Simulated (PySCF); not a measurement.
**Correlation energy of Br³⁺ (bromine, charge +3)**

[Ar] 3d10 4s2 4p2, high-spin 3P determinant. Calculation: PySCF 2.14, in aug-cc-pVDZ-PP with ECP10MDF (5s4p3d, 32 functions); a scalar-relativistic core potential. Frozen: 3s2 3p6 3d10; 4 electrons correlated.

```
  level  correlation energy (mhartree)
   CCSD                         -61.53
    (T)                          -0.52
CCSD(T)                         -62.05
  CCSDT                         -62.22
    FCI                         -62.24
```

Diagnostics: T1 = 0.0052, D1 = 0.0144, largest double amplitude 0.093, weight of the Hartree-Fock determinant in FCI 0.9634 (40733 determinants).

Cost of the coupled-cluster step: about 0.23 core-seconds, for 4 correlated electrons.
